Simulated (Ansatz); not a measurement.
GeH8N2OSi (`N[SiH2][O][GeH2][NH2]`). Charge 0, multiplicity 1. The geometry is a stationary point of PBE0-D4/def2-TZVP. It is one conformer, not always the lowest.

```xyz
13

N    -0.913    1.539   -0.516
Si   -0.847    0.037   -1.357
O    -0.631   -1.199   -0.318
Ge    0.309   -1.210    1.207
N     1.813   -0.182    1.139
H    -0.470    2.345   -0.927
H    -1.737    1.809   -0.002
H     0.293    0.190   -2.302
H    -2.089   -0.286   -2.107
H    -0.610   -0.655    2.302
H     0.718   -2.673    1.408
H     1.630    0.795    0.958
H     2.535   -0.511    0.514
```

Problem. What is the dipole moment at PBE/def2-TZVPP? (An estimate is asked.)

Solution. Ansatz gave: 1.89 D, with components (0.27, 1.87, 0.08) D in this frame, pointing from negative to positive charge.

Problem. And with r2SCAN, B3LYP, ωB97M-V? (Estimate.)

Solution. Ansatz gave: r2SCAN 1.90 D, B3LYP 1.86 D, ωB97M-V 1.85 D.

Problem. Give the Mulliken charges with PBE, B3LYP, ωB97M-V in def2-TZVPP. (An estimate is asked.)

Solution. The calculation gave: 
```json
{"atom": "N1", "PBE": "-0.40", "B3LYP": "-0.42", "ωB97M-V": "-0.39"}
{"atom": "Si2", "PBE": "0.42", "B3LYP": "0.53", "ωB97M-V": "0.45"}
{"atom": "O3", "PBE": "-0.40", "B3LYP": "-0.47", "ωB97M-V": "-0.48"}
{"atom": "Ge4", "PBE": "0.40", "B3LYP": "0.47", "ωB97M-V": "0.42"}
{"atom": "N5", "PBE": "-0.38", "B3LYP": "-0.39", "ωB97M-V": "-0.37"}
{"atom": "H6", "PBE": "0.15", "B3LYP": "0.14", "ωB97M-V": "0.12"}
{"atom": "H7", "PBE": "0.15", "B3LYP": "0.14", "ωB97M-V": "0.12"}
{"atom": "H8", "PBE": "-0.10", "B3LYP": "-0.11", "ωB97M-V": "-0.07"}
{"atom": "H9", "PBE": "-0.09", "B3LYP": "-0.10", "ωB97M-V": "-0.06"}
{"atom": "H10", "PBE": "-0.02", "B3LYP": "-0.02", "ωB97M-V": "0.01"}
{"atom": "H11", "PBE": "-0.01", "B3LYP": "-0.01", "ωB97M-V": "0.02"}
{"atom": "H12", "PBE": "0.14", "B3LYP": "0.13", "ωB97M-V": "0.11"}
{"atom": "H13", "PBE": "0.14", "B3LYP": "0.13", "ωB97M-V": "0.11"}
```

B3LYP here is the variant with VWN-RPA as its local correlation; programs differ in this.
